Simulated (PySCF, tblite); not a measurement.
C₄H₁₃NSi₂.
Atom-mapped SMILES: `[SiH3:1][CH2:2][C@@H:3]1[CH2:4][NH:5][SiH2:6][CH2:7]1` (hydrogens: H8, H9, H10 on Si1; H11, H12 on C2; H13 on C3; H14, H15 on C4; H16 on N5; H17, H18 on Si6; H19, H20 on C7)

Computed with GFN2-xTB (tblite), gas phase: nudged elastic band of 9 images (0 to 8), spring 0.2 eV/Å², climbing image at the end, force threshold 0.05 eV/Å. The top image wasn't refined or checked by frequencies; at this threshold it can lie a kcal/mol or more above the true saddle point of the method.

Path: rotation about C2–C3 (sp3 carbon bound to silicon, sp3 CH carbon), followed by the dihedral Si1–C2–C3–C4.

Image 0 (start, dihedral -179°):
```
atom  x, y, z in Å
Si1     2.841   -0.042   -0.362
C2      1.220   -1.025   -0.223
C3      0.059   -0.230    0.366
C4     -1.215   -1.074    0.481
N5     -2.300   -0.151    0.744
Si6    -2.085    1.406    0.059
C7     -0.298    1.012   -0.451
H8      3.103    0.653    0.900
H9      2.777    0.933   -1.453
H10     3.928   -0.984   -0.640
H11     0.930   -1.395   -1.209
H12     1.389   -1.910    0.397
H13     0.325    0.094    1.377
H14    -1.376   -1.635   -0.452
H15    -1.133   -1.799    1.298
H16    -3.183   -0.587    0.947
H17    -2.227    2.429    1.098
H18    -2.929    1.726   -1.101
H19    -0.246    0.776   -1.514
H20     0.414    1.813   -0.265
```

Image 8 (end, +0.010 eV, dihedral -63°):
```
atom  x, y, z in Å
Si1     2.719   -0.921    0.313
C2      1.315   -0.358   -0.838
C3      0.158    0.342   -0.132
C4     -0.564   -0.569    0.861
N5     -1.801    0.095    1.211
Si6    -2.440    1.107   -0.018
C7     -0.902    0.866   -1.105
H8      2.302   -2.060    1.135
H9      3.121    0.186    1.184
H10     3.860   -1.329   -0.511
H11     1.724    0.327   -1.585
H12     0.926   -1.216   -1.392
H13     0.546    1.198    0.433
H14    -0.747   -1.552    0.400
H15     0.043   -0.728    1.759
H16    -2.328   -0.349    1.943
H17    -2.627    2.466    0.498
H18    -3.663    0.627   -0.674
H19    -1.094    0.117   -1.875
H20    -0.553    1.762   -1.613
```

Question: What do the inner images look like?

Answer: 
Image 1: +0.017 eV, dihedral -164°
```
atom  x, y, z in Å
Si1     2.903   -0.110   -0.245
C2      1.210   -0.967   -0.335
C3      0.067   -0.169    0.288
C4     -1.167   -1.044    0.533
N5     -2.265   -0.144    0.813
Si6    -2.144    1.385    0.046
C7     -0.383    1.017   -0.566
H8      3.131    0.358    1.123
H9      2.982    1.020   -1.171
H10     3.937   -1.088   -0.595
H11     0.957   -1.199   -1.372
H12     1.286   -1.927    0.183
H13     0.381    0.215    1.265
H14    -1.368   -1.669   -0.349
H15    -1.002   -1.714    1.384
H16    -3.115   -0.594    1.109
H17    -2.260    2.448    1.048
H18    -3.067    1.623   -1.071
H19    -0.403    0.724   -1.617
H20     0.316    1.845   -0.474
```

Image 2: +0.060 eV, dihedral -150°
```
atom  x, y, z in Å
Si1     2.946   -0.195   -0.128
C2      1.211   -0.899   -0.440
C3      0.076   -0.105    0.211
C4     -1.107   -1.006    0.580
N5     -2.215   -0.128    0.892
Si6    -2.201    1.359    0.038
C7     -0.471    1.018   -0.670
H8      3.104    0.054    1.307
H9      3.162    1.047   -0.870
H10     3.937   -1.190   -0.548
H11     1.020   -0.984   -1.512
H12     1.191   -1.920   -0.050
H13     0.426    0.344    1.147
H14    -1.345   -1.680   -0.256
H15    -0.861   -1.627    1.448
H16    -3.027   -0.590    1.265
H17    -2.296    2.472    0.986
H18    -3.203    1.497   -1.028
H19    -0.554    0.669   -1.702
H20     0.203    1.872   -0.672
```

Image 3: +0.106 eV, dihedral -135°
```
atom  x, y, z in Å
Si1     2.968   -0.298   -0.015
C2      1.219   -0.821   -0.537
C3      0.086   -0.036    0.139
C4     -1.034   -0.959    0.626
N5     -2.155   -0.108    0.965
Si6    -2.258    1.327    0.031
C7     -0.560    1.016   -0.765
H8      3.033   -0.249    1.448
H9      3.309    1.014   -0.567
H10     3.924   -1.296   -0.501
H11     1.114   -0.745   -1.622
H12     1.102   -1.881   -0.302
H13     0.464    0.483    1.027
H14    -1.298   -1.682   -0.160
H15    -0.710   -1.526    1.506
H16    -2.926   -0.583    1.404
H17    -2.345    2.487    0.921
H18    -3.324    1.364   -0.979
H19    -0.691    0.609   -1.770
H20     0.076    1.893   -0.853
```

Image 4 (top): +0.127 eV, dihedral -120°
```
atom  x, y, z in Å
Si1     2.962   -0.415    0.090
C2      1.232   -0.732   -0.626
C3      0.099    0.037    0.072
C4     -0.949   -0.904    0.672
N5     -2.087   -0.083    1.031
Si6    -2.310    1.288    0.024
C7     -0.646    1.006   -0.849
H8      2.921   -0.547    1.548
H9      3.418    0.929   -0.268
H10     3.893   -1.406   -0.457
H11     1.233   -0.488   -1.690
H12     1.022   -1.803   -0.569
H13     0.496    0.627    0.906
H14    -1.226   -1.676   -0.061
H15    -0.553   -1.411    1.559
H16    -2.814   -0.570    1.528
H17    -2.402    2.491    0.854
H18    -3.428    1.221   -0.927
H19    -0.809    0.540   -1.823
H20    -0.057    1.905   -1.017
```

Image 5: +0.111 eV, dihedral -105°
```
atom  x, y, z in Å
Si1     2.928   -0.541    0.178
C2      1.248   -0.634   -0.702
C3      0.114    0.114    0.014
C4     -0.854   -0.840    0.716
N5     -2.014   -0.056    1.087
Si6    -2.356    1.240    0.016
C7     -0.723    0.990   -0.922
H8      2.771   -0.839    1.602
H9      3.487    0.804    0.021
H10     3.841   -1.516   -0.425
H11     1.363   -0.232   -1.710
H12     0.960   -1.679   -0.830
H13     0.522    0.772    0.790
H14    -1.129   -1.662    0.038
H15    -0.393   -1.282    1.607
H16    -2.695   -0.552    1.638
H17    -2.468    2.484    0.782
H18    -3.513    1.068   -0.874
H19    -0.903    0.463   -1.861
H20    -0.191    1.907   -1.165
```

Image 6: +0.070 eV, dihedral -90°
```
atom  x, y, z in Å
Si1     2.871   -0.671    0.246
C2      1.269   -0.525   -0.764
C3      0.131    0.197   -0.037
C4     -0.752   -0.766    0.757
N5     -1.939   -0.026    1.133
Si6    -2.397    1.185    0.006
C7     -0.792    0.969   -0.986
H8      2.589   -1.135    1.605
H9      3.519    0.642    0.308
H10     3.770   -1.621   -0.413
H11     1.496    0.011   -1.688
H12     0.922   -1.516   -1.069
H13     0.539    0.920    0.677
H14    -1.007   -1.637    0.135
H15    -0.234   -1.132    1.650
H16    -2.568   -0.524    1.740
H17    -2.544    2.464    0.704
H18    -3.580    0.900   -0.819
H19    -0.975    0.379   -1.885
H20    -0.324    1.899   -1.302
```

Image 7: +0.034 eV, dihedral -74°
```
atom  x, y, z in Å
Si1     2.790   -0.814    0.294
C2      1.301   -0.399   -0.811
C3      0.149    0.294   -0.085
C4     -0.640   -0.671    0.801
N5     -1.861    0.013    1.173
Si6    -2.438    1.116   -0.008
C7     -0.856    0.941   -1.044
H8      2.371   -1.465    1.536
H9      3.510    0.420    0.621
H10     3.683   -1.720   -0.431
H11     1.640    0.251   -1.623
H12     0.919   -1.305   -1.287
H13     0.543    1.084    0.563
H14    -0.852   -1.596    0.243
H15    -0.072   -0.941    1.697
H16    -2.428   -0.479    1.842
H17    -2.644    2.428    0.610
H18    -3.630    0.697   -0.758
H19    -1.028    0.281   -1.896
H20    -0.465    1.876   -1.440
```

The largest changes of bonds and angles from start to top: C2–C3 1.525 → 1.537 Å, C2–C3–H13 109.0 → 110.4°, C2–Si1–H9 111.2 → 110.2°, C7–C3–H13 108.0 → 107.1°. GFN2-xTB torsional profiles can miss by a kcal/mol or more and can put conformers in the wrong order.

Question: What do single points at PBE0/pcSseg-1 (PySCF, no dispersion term) give on some images?

Answer: 
```tsv
image	GFN2-xTB E (eV)	DFT E (eV)	HOMO (eV)	LUMO (eV)	dipole (D)
0	0.000	0.000	-6.54	0.73	1.20
2	0.060	0.050	-6.54	0.71	1.14
4	0.127	0.127	-6.55	0.71	1.05
6	0.070	0.070	-6.55	0.70	0.88
8	0.010	0.000	-6.54	0.71	0.62
```

Energies count from image 0 at each level. At the GFN2-xTB top the DFT energy is 2.9 kcal/mol against 2.9; the geometries weren't optimised at the DFT level.

What follows is the cost of the whole band run. Cost: about 12 s of CPU time on one thread; the machine was shared, so the figure is rough.
